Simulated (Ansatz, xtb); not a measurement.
**C5H3ClN2O: 4 structures ranked**

4 gas-phase structures of C5H3ClN2O, from a drawn sample of its isomers (lower ones may exist). Each was relaxed with GFN2-xTB:

A. `ClCC#Cc1ncno1`, a singlet
B. `O=Cc1cncc(Cl)n1`, a singlet
C. `[H]/N=C(C#N)/C(C=O)=C\Cl`, a singlet
D. `O=Cc1nccnc1Cl`, a singlet

Problem. Make a reasoned guess at their ranking by r2SCAN-D4/def2-SVP single-point energy.

Solution. Calculated order at r2SCAN-D4/def2-SVP: B (0.0), D (3.1), C (38.3), A (63.3) kcal/mol.

Energies above the lowest of each column, in kcal/mol; the last columns are at B3LYP-D3(BJ)/def2-SVP geometries and were run for some of them only (a dash: not run or not comparable):

```json
{"structure": "B", "GFN2-xTB": "0.0", "HF/STO-3G": "0.0", "r2SCAN-D4/def2-SVP": "0.0", "B3LYP-D3(BJ)/def2-SVP": "0.0", "CCSD(T)/def2-SVP + ΔMP2/def2-TZVPP": "0.0"}
{"structure": "D", "GFN2-xTB": "1.3", "HF/STO-3G": "3.6", "r2SCAN-D4/def2-SVP": "3.1", "B3LYP-D3(BJ)/def2-SVP": "3.1", "CCSD(T)/def2-SVP + ΔMP2/def2-TZVPP": "3.6"}
{"structure": "C", "GFN2-xTB": "52.8", "HF/STO-3G": "47.0", "r2SCAN-D4/def2-SVP": "38.3", "B3LYP-D3(BJ)/def2-SVP": "34.2", "CCSD(T)/def2-SVP + ΔMP2/def2-TZVPP": "26.7"}
{"structure": "A", "GFN2-xTB": "38.1", "HF/STO-3G": "27.8", "r2SCAN-D4/def2-SVP": "63.3", "B3LYP-D3(BJ)/def2-SVP": "–", "CCSD(T)/def2-SVP + ΔMP2/def2-TZVPP": "–"}
```

Every level run on B puts it lowest or level with the lowest. Flexible structures stand in one conformer each, not always the lowest. Frequencies (GFN2-xTB) were run for B, C, D alone. ΔMP2 is the change of the MP2 energy from the smaller to the larger basis.

Over these structures GFN2-xTB departs from r2SCAN-D4/def2-SVP by 11.0 kcal/mol on average once a common shift is removed. A GFN2-xTB relaxation took about 0.08 s and the r2SCAN-D4/def2-SVP energy about 2 s on a shared host (Ansatz 0.2.0, xtb 6.7.1).
